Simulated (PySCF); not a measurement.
Compound: C7H7ClN (doublet state).
Cartesian coordinates in Å at the GFN2-xTB level; atoms count from 1:
```xyz
16
C7H7ClN angstrom
N      4.2884   -0.9439   -0.7653
C      3.5406   -0.1749   -0.3715
C      2.5761    0.7744    0.1360
C      1.3182    0.0602    0.5168
C      0.1111    0.3192   -0.0396
C     -1.0734   -0.3481    0.3076
C     -2.3135   -0.0431   -0.2576
C     -3.4658   -0.6761    0.0833
Cl    -4.9688   -0.2780   -0.6175
H      3.0236    1.2649    1.0090
H      2.3846    1.5279   -0.6329
H      1.4155   -0.7108    1.2677
H      0.0377    1.0953   -0.7922
H     -1.0222   -1.1321    1.0495
H     -2.3539    0.7413   -1.0018
H     -3.5060   -1.4673    0.8151
```

The hyperfine couplings belong to this conformer and change with its torsions.

As a line formula: `N#CC/C=C/C=C/[CH]Cl` [radical].

Method used: UKS B3LYP, pcH-1 on C Cl H N, non-relativistic, mean-field spin-orbit, GIAO (PySCF 2.14.0). One conformer (not necessarily the lowest) at the GFN2-xTB geometry, without solvent, vibrations or thermal averaging. A GFN2-xTB geometry isn't a minimum of the functional, and hyperfine couplings can be far from their values at a DFT geometry. Stability of the SCF solution: not tested. ⟨S²⟩ is 0.790 where a pure state has 0.75.

Q: Give the principal g shifts and their parts.

A: 
| Δg (ppm) | 1 | 2 | 3 |
| --- | --- | --- | --- |
| relativistic mass correction | -166 | -166 | -166 |
| gauge correction | -3 | 38 | 39 |
| orbital Zeeman/spin–orbit | -270 | 3120 | 3851 |
| total | -439 | 2992 | 3724 |

So g = 2.00188, 2.00531, 2.00604 and g_iso = 2.00441; the tensor is rhombic: the two nearest values differ by 18 % of g3 − g1. Axes: g3 points within 8° of the C3–C4 bond.

Q: What effective moment and Curie constant follow for a powder?

A: With the mean of g² = 4.0177 and S(S+1) = 0.75: μ_eff = √(⟨g²⟩S(S+1)) = 1.736 μB and χT = 0.12505·⟨g²⟩·S(S+1) = 0.377 cm³ K/mol (cgs; spin-Hamiltonian part alone).

Q: What are the electron Larmor frequencies g μB B/h along the three axes at 340 mT?

A: 9.5264, 9.5427, 9.5462 GHz for g1, g2 and g3, a range of 19.8 MHz.

Q: How much does each term add to the isotropic shift?

A: The orbital-Zeeman/spin–orbit term 2234, the mass correction -166 and the gauge correction 25 ppm, for a total of 2092 ppm. The orbital-Zeeman/spin–orbit term is the largest in size. The mass correction is the same along every axis, so the anisotropy comes from the other two: their spans along these axes are 42 (gauge) and 4121 ppm (orbital Zeeman/spin–orbit).

Q: In a frozen sample, at which fields do the three g values resonate at 9.5, 34, 94 and 263 GHz (hyperfine left aside), and which band first spreads them over more than twice a line width of 1.0 mT?

A: 
| band | GHz | B(g3) mT | B(g2) mT | B(g1) mT | spread mT |
| --- | --- | --- | --- | --- | --- |
| X | 9.5 | 338.35 | 338.48 | 339.06 | 0.70 |
| Q | 34.0 | 1210.95 | 1211.39 | 1213.47 | 2.52 |
| W | 94.0 | 3347.93 | 3349.15 | 3354.89 | 6.96 |
| J | 263.0 | 9367.07 | 9370.49 | 9386.55 | 19.48 |

The spread grows in proportion to the frequency. Q band is the first where it exceeds 2.0 mT.

The largest Mulliken spin populations are on C6 (+0.51), C8 (+0.46), C4 (+0.45) and C7 (-0.22). Three atoms exceed +0.15. The angles at C6 add up to 360.0°, so it is planar.

The HOMO–LUMO gaps are 4.72 eV among the α and 4.41 eV among the β orbitals.

The run took 95 s of wall time (with the writing of density and orbital grids) on Arm Neoverse V2, one thread, no GPU, on a shared host, and the process peaked at 1.1 GiB of memory.
